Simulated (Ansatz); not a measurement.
Basis-set extrapolation for `F[SiH2]OC[SiH3]` (PBE0-D4/def2-TZVP geometry, frozen core, the Gaussian-basis code of Ansatz). Multiplicity 1, RHF reference.

```csv
,def2-TZVPP,def2-QZVPP
HF,-794.327547,-794.356885
MP2 correlation,-0.906007,-0.979551
CCSD(T) correlation,-0.985791,not run
```

Energies in hartree. Use E(X) = E(∞) + A·exp(−7.88·√X) for Hartree–Fock and E(X) = E(∞) + B·X^(−2.97) for correlation, with X = 3 and 4, and add CCSD(T) minus MP2 of the smaller set to the MP2 limit.

**Question.** What is the CCSD(T) energy at the basis-set limit?

**Answer.** HF limit: -794.356885 + (-0.029338) × 0.13774 = -794.36093. MP2 limit: -0.979551 + (-0.073544) × 0.74074 = -1.03403. Higher-order term: -0.985791 − (-0.906007) = -0.07978. Total: -795.47474 hartree, 423.8 kJ/mol below CCSD(T)/def2-TZVPP.
